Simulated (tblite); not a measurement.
Run record: tight-binding relaxation, `C=C(C)CC#CCB(O)O`.

Computed with GFN2-xTB geometry optimisation, gas phase (tblite 0.8.0). Start geometry: from a force field or distance geometry. A driver script takes a list of jobs; this job's settings line and coordinates (Å) are shown.

Command:
```bash
OMP_NUM_THREADS=1 python probes_run.py task.json out
```

Input:
```
{"job": {"kind": "relax", "xc": "GFN2-xTB", "basis": "xTB"}, "charge": 0, "multiplicity": 1}
C     -3.375700    -1.027100     0.253300
C     -2.408400    -0.139900     0.485000
C     -2.521800     1.207400    -0.146500
C     -1.237600    -0.484000     1.353800
C     -0.049000    -0.341700     0.490000
C      0.912600    -0.237400    -0.241200
C      2.097400    -0.130500    -1.106800
B      3.415500     0.143000    -0.251100
O      4.123000    -1.054900     0.232100
O      3.628000     1.480300     0.261800
H     -4.242500    -0.794500    -0.374000
H     -3.286700    -2.010000     0.728700
H     -3.611200     1.507500     0.026700
H     -2.257800     1.185800    -1.222500
H     -1.930800     1.958400     0.425800
H     -1.313600    -1.517300     1.765700
H     -1.222100     0.296800     2.171200
H      2.008800     0.712300    -1.827100
H      2.166800    -1.106100    -1.613100
H      4.930200    -1.105500    -0.340900
H      4.166000     1.474300     1.083400
```

Output:
```
step      E/eV     max force
  0    -813.97041    3.014
  1    -814.36889    2.151
  2    -814.35497    5.883
  3    -814.62719    0.977
  4    -814.66127    0.858
  5    -814.69509    0.350
  6    -814.72337    0.405
  7    -814.73861    0.384
  8    -814.75987    0.255
  9    -814.77011    0.228
... (216 lines left out)
226    -815.35452    0.019
227    -815.35455    0.012
228    -815.35458    0.013
229    -815.35461    0.013
230    -815.35466    0.013
231    -815.35472    0.019
232    -815.35478    0.020
233    -815.35483    0.014
234    -815.35487    0.011
235    -815.35489    0.008
```

«max force» is the largest atomic force in eV/Å.

**Question.** From which step on does the largest force stay under 0.1 eV/Å, and how much energy is left to gain from there?

**Answer.** From step 149 (0.087 eV/Å), 26.9 meV above the end.

In short: energy lowered by 31.9 kcal/mol over 235 steps; largest atomic force 0.008 eV/Å at the end.

**Question.** Give the final coordinates.

**Answer.** 1.056 Å rms from the input after alignment:
```
atom  x, y, z in Å
C1    -3.2159   -1.2646    0.0339
C2    -2.4037   -0.3065    0.4462
C3    -2.6501    1.1463    0.1824
C4    -1.1393   -0.6084    1.2132
C5     0.0303   -0.2984    0.4057
C6     0.9378   -0.0246   -0.3301
C7     2.1153    0.2820   -1.1164
B8     3.4676    0.2111   -0.2463
O9     3.4784   -0.1324    1.0675
O10    4.6338    0.5069   -0.8534
H11   -4.1124   -1.0490   -0.5229
H12   -3.0220   -2.3050    0.2350
H13   -3.5215    1.2879   -0.4511
H14   -1.7809    1.5876   -0.3038
H15   -2.8106    1.6774    1.1212
H16   -1.1102   -1.6645    1.4941
H17   -1.1079   -0.0036    2.1262
H18    2.0079    1.2779   -1.5529
H19    2.1764   -0.4181   -1.9532
H20    2.6183   -0.3312    1.4403
H21    5.3997    0.4465   -0.2813
```

Time: 2.9 s. Hardware: one thread of an Arm Neoverse N1, on a shared host.
Labels such as C1 count atoms from 1, the log's own numbers from 0.
